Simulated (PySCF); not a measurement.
## Vertical excitation energies

C3H7F3GeO.
SMILES: `CC[O][GeH2][C](F)(F)F`

Computed, not measured: PySCF 2.14.0, density-fitted response routines, TDDFT CAM-B3LYP/def2-SVPD, vertical, gas phase, core orbitals frozen in the response. One conformer (not necessarily the lowest) at the PBE0-D3(BJ)/def2-SVP geometry, without solvent, vibrations or thermal averaging. Relativistic effects, spin–orbit coupling among them, are left out although an element past zinc is present. Torsions of this conformer, `[CH3:1][CH2:2][O:3][GeH2:4][C:5]([F:6])([F:7])[F:8]`: C1–C2–O3–Ge4 173°, C2–O3–Ge4–C5 68°, O3–Ge4–C5–F6 60°.

| state | E (eV) | λ (nm) | f | \|μ\| (D) | main configurations (H = HOMO, L = LUMO) |
| --- | --- | --- | --- | --- | --- |
| S1 | 6.85 | 181.1 | 0.0005 | 0.14 | H→L (88%) |
| S2 | 7.74 | 160.1 | 0.018 | 0.79 | H-1→L (64%), H→L+1 (17%), H→L+2 (8%) |
| S3 | 7.79 | 159.1 | 0.043 | 1.21 | H→L+1 (69%), H-1→L (14%) |
| S4 | 7.97 | 155.5 | 0.027 | 0.94 | H→L+2 (72%), H-1→L (11%) |
| S5 | 8.36 | 148.4 | 0.0063 | 0.45 | H→L+3 (71%), H-2→L (12%) |
| S6 | 8.51 | 145.7 | 0.0050 | 0.39 | H→L+4 (65%), H-1→L+1 (18%) |
| S7 | 8.64 | 143.5 | 0.0091 | 0.53 | H-2→L (56%), H→L+3 (9%) |
| S8 | 8.71 | 142.4 | 0.024 | 0.86 | H-1→L+2 (47%), H-1→L+1 (22%), H→L+4 (11%) |
| S9 | 8.79 | 141.0 | 0.030 | 0.95 | H-1→L+1 (28%), H-1→L+2 (28%) |
| S10 | 8.92 | 139.0 | 0.085 | 1.58 | H-3→L (60%), H-1→L+1 (13%), H-1→L+3 (11%) |

Triplets, Tamm–Dancoff:

| state | E (eV) | λ (nm) | main configurations (H = HOMO, L = LUMO) |
| --- | --- | --- | --- |
| T1 | 6.45 | 192.2 | H→L (78%) |
| T2 | 7.25 | 170.9 | H-1→L (75%) |
| T3 | 7.44 | 166.6 | H→L+1 (35%), H→L+2 (28%), H→L (10%) |
| T4 | 7.59 | 163.4 | H→L+2 (50%), H→L+1 (33%) |

The lowest singlet comes at 181 nm (661 kJ/mol) in the vacuum ultraviolet; it is dark (f under 0.0005); its leading configuration is HOMO→LUMO (88%). The most intense listed level is S10 at 8.92 eV (139 nm, f = 0.085), 2.08 eV above S1. It is the last of those listed, so stronger ones may follow. Löwdin shares by element: HOMO oxygen 51%, carbon 14% or more, hydrogen 7% or more, germanium 6% (atoms not listed hold the other 22%); LUMO germanium 36%, hydrogen 20% or more, oxygen 10% (atoms not listed hold the other 34%). Of the 10 states listed, 6 reach f = 0.01 and 1 stays under 0.0005. Orbital energies (eV): HOMO-3 -11.64, HOMO-2 -11.18, HOMO-1 -10.37, HOMO -9.58, LUMO 0.76, LUMO+1 0.96, LUMO+2 1.46. Weighted by f, the mean energy of these states is 8.46 eV. All these states lie below the vertical ionisation energy of 10.34 eV (ΔSCF). The window holds the lowest 10 singlets.

Without π bonds the low states are Rydberg-like; a valence basis with one diffuse set may place them up to an eV too high.
